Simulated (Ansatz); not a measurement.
Al2O3: single points at one geometry.

```yaml
crystal:
  periodic: [false, false, false]
  atoms:
    - {symbol: Al, position_ang: [1.665460, 0.233888, -0.457746]}
    - {symbol: Al, position_ang: [-0.639873, -0.180555, 0.133638]}
    - {symbol: O, position_ang: [0.540589, 1.228710, 0.392163]}
    - {symbol: O, position_ang: [0.645495, -1.133088, -0.751316]}
    - {symbol: O, position_ang: [-2.211671, -0.148965, 0.683261]}
basis:
  gaussian: {orbitals: def2-TZVPP, initial_orbitals: start.molden}
correlation: {method: ccsd_t}
scf: {omitted_lower_state_checks: [starts]}
output: {orbitals: {seedname: orbitals}}
```

The file start.molden holds the orbitals of an earlier run on this structure, at another level or in another basis.

```sh
$ ansatz run in.yaml --threads 4 --pin off --events-out ev --progress --plain --max-ram 4787MiB
```

Shortened log:

```
Functional definition: HF
  name "HF"
  cite "Fock, Z. Phys. 61, 126 (1930) doi:10.1007/BF01340294"
  parent pbe
  exchange = exact_x
  correlation = 0
these checks for a lower state are left out or cut short: starts
1119 factors; integrals over basis functions are off by at most 8.7e-4 eV
mean field evaluation 1: about -19278.5722 eV, gradient 3.3e1 eV
mean field evaluation 2: about -19279.8320 eV, gradient 2.2e0 eV
mean field evaluation 4: about -19280.0139 eV, gradient 2.5e-1 eV
mean field evaluation 8: about -19280.5358 eV, gradient 9.9e-4 eV
mean field -19280.53581861 eV, -708.5466225174 hartree, gradient 2.3e-6 eV, S^2 0.000000; 0 other end points of the search recorded, 0 dependent functions left out; unrestricted orbitals would lower it
mean field evaluation 16: about -19281.0328 eV, gradient 3.8e0 eV
mean field evaluation 32: about -19278.6562 eV, gradient 1.6e1 eV
mean field evaluation 64: about -19277.1906 eV, gradient 2.7e1 eV
mean field evaluation 96: about -19279.3232 eV, gradient 9.8e0 eV
unrestricted determinant -19283.94262299 eV, -708.6718202691 hartree, S^2 1.0087
13 core orbitals not correlated: weight in the atoms' cores, before any rotation towards them, 1.000 or more for the frozen orbitals, at most 0.000 for the correlated occupied ones
reference -19280.53581861 eV, -708.5466225174 hartree; 12, 12 occupied and 152, 152 virtual orbitals, 1119 factors
second order -24.05160380 eV of doubles, -0.00000000 eV of singles
cycle   1  -22.24088394 eV  change     1.8e0 eV  update   2.6e-1
cycle   2  -23.00588455 eV  change   -7.7e-1 eV  update   2.3e-1
cycle   3  -23.30521065 eV  change   -3.0e-1 eV  update   1.3e-1
cycle   4  -23.41770641 eV  change   -1.1e-1 eV  update   7.0e-2
cycle   5  -23.47050241 eV  change   -5.3e-2 eV  update   5.5e-2
cycle   6  -23.42815405 eV  change    4.2e-2 eV  update   4.6e-2
cycle   7  -23.42004558 eV  change    8.1e-3 eV  update   3.5e-2
cycle   8  -23.43430263 eV  change   -1.4e-2 eV  update   3.2e-2
cycle   9  -23.45233772 eV  change   -1.8e-2 eV  update   2.8e-2
[...]
cycle  20  -23.39834087 eV  change   -1.3e-2 eV  update   5.5e-1
cycle  21  -23.39809390 eV  change    2.5e-4 eV  update   4.4e-1
cycle  22  -23.42280625 eV  change   -2.5e-2 eV  update   4.3e-1
cycle  23  -23.41525631 eV  change    7.5e-3 eV  update   1.0e-1
cycle  24  -23.41344948 eV  change    1.8e-3 eV  update   2.1e-1
cycle  25  -23.43457658 eV  change   -2.1e-2 eV  update   2.8e-1
cycle  26  -23.44025288 eV  change   -5.7e-3 eV  update   2.0e-1
cycle  27  -23.43220764 eV  change    8.0e-3 eV  update   7.0e-3
cycle  28  -23.43134965 eV  change    8.6e-4 eV  update   1.7e-2
cycle  29  -23.43022004 eV  change    1.1e-3 eV  update   3.6e-3
cycle  30  -23.42873276 eV  change    1.5e-3 eV  update   1.6e-3
cycle  31  -23.42867445 eV  change    5.8e-5 eV  update   7.6e-4
cycle  32  -23.42875470 eV  change   -8.0e-5 eV  update   6.8e-4
cycle  33  -23.42889174 eV  change   -1.4e-4 eV  update   1.9e-4
cycle  34  -23.42890385 eV  change   -1.2e-5 eV  update   1.2e-4
cycle  35  -23.42892131 eV  change   -1.7e-5 eV  update   6.1e-5
cycle  36  -23.42900485 eV  change   -8.4e-5 eV  update   4.4e-5
cycle  37  -23.42905072 eV  change   -4.6e-5 eV  update   4.7e-5
cycle  38  -23.42904320 eV  change    7.5e-6 eV  update   1.7e-5
perturbative correction -1.50781583 eV, -0.0554112097 hartree
WARN: the results are in doubt because among natural orbitals full CI differs from the method by +0.140 eV
Total energy: -19305.47267764 eV, -709.4630351837 hartree
In doubt: among natural orbitals full CI differs from the method by +0.140 eV
Checks for a lower state left out: starts
```

Hardware: 4 threads of Arm Neoverse V1 on a shared host. Wall time 54 s, peak host memory 1.6 GiB.

First input, but with `gaussian: {orbitals: def2-TZVP, initial_orbitals: start.molden}`, `hamiltonian: {xc: {name: PBE-QIDH}}` and without the key `correlation`, `output` (abridged; 4 s):

```
Functional definition: PBE-QIDH
mean field -19311.36778123 eV, -709.6796762449 hartree, gradient 2.9e-6 eV, S^2 0.000000; unrestricted orbitals would lower it
13 core orbitals not correlated: weight in the atoms' cores, before any rotation towards them, 1.000 or more for the frozen orbitals, at most 0.000 for the correlated occupied ones
second order -27.94624973 eV of doubles, -0.00000000 eV of singles
Total energy: -19320.68321095 eV, -710.0220119728 hartree
Checks for a lower state left out: starts
```

First input, but with `gaussian: {orbitals: def2-TZVP, initial_orbitals: start.molden}`, `hamiltonian: {xc: r2scan, dispersion: d4}` and without the key `correlation` (abridged; 3.2 s):

```
Functional definition: r2SCAN
mean field -19335.56304185 eV, -710.5688356728 hartree, gradient 2.4e-5 eV, S^2 0.000000
Total energy: -19335.58952004 eV, -710.5698087281 hartree
Checks for a lower state left out: starts
```

As the first input, with `gaussian: {orbitals: def2-TZVP, initial_orbitals: start.molden}`, `hamiltonian: {xc: hse06, dispersion: d4}` and without the key `correlation` (abridged; 2.2 s):

```
Functional definition: HSE06
mean field -19325.98935582 eV, -710.2170092002 hartree, gradient 8.8e-6 eV, S^2 0.000000
Total energy: -19326.08684467 eV, -710.2205918493 hartree
Checks for a lower state left out: starts
```

As the first input, with `gaussian: {orbitals: def2-TZVP, initial_orbitals: start.molden}`, `hamiltonian: {xc: pbe, dispersion: d4}`, `output: {forces: true, orbitals: {seedname: orbitals}}` and without the key `correlation` (abridged; 1.6 s):

```
Functional definition: PBE
mean field -19326.53638882 eV, -710.2371122924 hartree, gradient 1.3e-5 eV, S^2 0.000000
Total energy: -19326.65868499 eV, -710.2416065935 hartree
Atom 0 force    -0.505091    -0.083764     0.132660 eV/Å
Atom 1 force     0.092388     0.178167     0.050378 eV/Å
Atom 2 force     0.118604    -0.380203    -0.218227 eV/Å
Atom 3 force     0.087397     0.340279     0.130452 eV/Å
Atom 4 force     0.206702    -0.054478    -0.095263 eV/Å
Dipole moment:     1.477408     0.021826    -0.492679 e Å
Checks for a lower state left out: starts
```

First input, but with `gaussian: {orbitals: def2-TZVP, initial_orbitals: start.molden}`, `hamiltonian: {xc: pbe0, dispersion: d4}` and without the key `correlation` (abridged; 2.9 s):

```
Functional definition: PBE0
mean field evaluation 16: about -19326.5165 eV, gradient 2.3e-5 eV
mean field -19326.51649178 eV, -710.2363810895 hartree, gradient 2.3e-5 eV, S^2 0.000000
Total energy: -19326.61962511 eV, -710.2401711694 hartree
Checks for a lower state left out: starts
```

Geometry: PBE-D4/def2-SVP.

HSE06 is defined as in plane-wave codes, on full-range PBE exchange. Correlated methods freeze 13 core orbitals. At CCSD(T)/def2-TZVPP the program marks the result for the charge 0 singlet as doubtful (large difference). At CCSD(T)/def2-TZVPP T1 of the charge 0 singlet is large (up to 0.080), so the single-reference result is doubtful. At CCSD(T)/def2-TZVPP, PBE-QIDH/def2-TZVP the restricted singlet (for correlated methods, its reference) is unstable: a solution with broken spin symmetry lies lower. The restricted singlet is unstable towards broken spin symmetry at other levels; at r2SCAN-D4/def2-TZVP, HSE06-D4/def2-TZVP, PBE-D4/def2-TZVP, PBE0-D4/def2-TZVP this wasn't settled. At PBE-D4/def2-TZVP an occupied level of the charge 0 singlet lies above an empty one (by up to 0.04 eV), so this SCF solution is probably not the lowest. The geometry of the singlet was relaxed on an unsound state (an occupied level 0.04 eV above an empty one). Another isomer (singlet) lies 0.44 eV lower at PBE0-D4/def2-TZVP; other spin states weren't run for this one.
